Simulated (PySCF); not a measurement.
A side-by-side comparison of computed properties.

First species: C4H11NSi.
InChI=1S/C4H11NSi/c1-3-4(2)6-5/h3H,5-6H2,1-2H3/b4-3+

Second species: 2-bromothiophene, C₄H₃BrS.
Z-matrix (Å and degrees, PBE0-D3(BJ)/def2-SVP geometry), rows numbered from 1:
```
Br
C   1  1.8631
C   2  1.3705  1  127.15
C   3  1.4236  2  111.68  1   179.99
C   4  1.3694  3  112.89  2    -0.09
S   5  1.7190  4  111.84  3     0.17
H   3  1.0898  2  123.28  1    -0.07
H   4  1.0908  3  123.78  2   179.89
H   5  1.0893  4  128.23  3   179.90
```

Levels: PBE0/def2-SVPD for dipole moment, HOMO energy, LUMO energy, HOMO–LUMO gap, static isotropic polarisability and electronic spatial extent ⟨r²⟩ about the centre of nuclear charge; TDDFT PBE0/def2-SVPD for lowest singlet excitation; TDA PBE0/def2-SVPD for lowest triplet excitation (Tamm–Dancoff); ΔSCF PBE0/def2-SVPD for vertical ionisation energy; PBE0-D3(BJ)/def2-SVP for rotational constant A and rotational constant C. Geometries: PBE0-D3(BJ)/def2-SVP. All species are isolated and taken at one optimised geometry, non-relativistic unless stated. Electronic properties by PySCF.

Dipoles, sizes and rotational constants follow the conformer. The torsions of the flexible species, by atom-mapped SMILES:
- `[CH3:1]/[CH:2]=[C:3](\[CH3:4])[SiH2:5][NH2:6]`: C2–C3–Si5–N6 -128°, H–N6–Si5–C3 62°, H–N6–Si5–C3 -155°

Values for the first species:

```
Dipole moment                                                     : 0.94 D
HOMO energy                                                       : -7.05 eV
LUMO energy                                                       : -0.02 eV
HOMO–LUMO gap                                                     : 7.03 eV
Lowest singlet excitation                                         : 5.96 eV
Lowest triplet excitation (Tamm–Dancoff)                          : 4.09 eV
Static isotropic polarisability                                   : 87.5 au
Vertical ionisation energy                                        : 8.93 eV
Electronic spatial extent ⟨r²⟩ about the centre of nuclear charge : 994 bohr²
Rotational constant A                                             : 5.337 GHz
Rotational constant C                                             : 1.300 GHz
```

(1) Estimate the same properties for the second species, and the change in each.

Answers

(1) 
| property | first | second | second less first |
| --- | --- | --- | --- |
| dipole moment | 0.94 D | 1.57 D | +0.63 D |
| HOMO energy | -7.05 eV | -6.81 eV | +0.24 eV |
| LUMO energy | -0.02 eV | -0.88 eV | -0.86 eV |
| HOMO–LUMO gap | 7.03 eV | 5.93 eV | -1.10 eV |
| lowest singlet excitation | 5.96 eV | 5.18 eV | -0.78 eV |
| lowest triplet excitation (Tamm–Dancoff) | 4.09 eV | 3.52 eV | -0.57 eV |
| static isotropic polarisability | 87.5 au | 84.4 au | -3.1 au |
| vertical ionisation energy | 8.93 eV | 8.66 eV | -0.27 eV |
| electronic spatial extent ⟨r²⟩ about the centre of nuclear charge | 994 bohr² | 1090 bohr² | +96 bohr² |
| rotational constant A | 5.337 GHz | 5.391 GHz | +0.054 GHz |
| rotational constant C | 1.300 GHz | 0.941 GHz | -0.359 GHz |

On the first: No computed singlet falls in the visible range (750 to 380 nm, 1.65 to 3.26 eV); S1 lies 2.70 eV above its blue end. The polarisability is 12.96 Å³ as a volume (1 au = 0.148185 Å³), or 1.56 au for each of the 56 electrons.

On the second: No computed singlet falls in the visible range (750 to 380 nm, 1.65 to 3.26 eV); S1 lies 1.92 eV above its blue end. The vertical singlet–triplet gap S1 − T1 is 1.66 eV (TDDFT singlet less Tamm–Dancoff triplet; S1: HOMO→LUMO+1, weight 0.98; T1: HOMO→LUMO, weight 0.93). The calculation is non-relativistic and has no spin–orbit coupling, an omission that weighs most on bromine.
